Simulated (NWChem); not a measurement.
# BeSiH3OBr; SMILES [SiH3][O][Be][Br]

```xyz
7

Be    -0.0057    -0.0542    -0.0001
Br     0.0008     1.9101     0.0002
O     -0.0091    -1.4702    -0.0049
Si     0.0033    -3.1388     0.0014
H     -0.6551    -3.6552    -1.2477
H     -0.7458    -3.6436     1.2034
H      1.4225    -3.6322     0.0558
```
Atoms are numbered in this order, from 1.

Results from NWChem. Geometry: optimised at PBE-D3(BJ)/def2-SVP. B3LYP is NWChem's, with the RPA form of VWN correlation.

Question: What does the run give for B3LYP/cc-pVTZ? Quantities: highest occupied level (eV); orbital gap (eV); dipole (D).

Answer: 
| Property | Result |
|---|---|
| highest occupied level (eV) | -8.38 |
| orbital gap (eV) | 7.60 |
| dipole (D) | 1.22 |
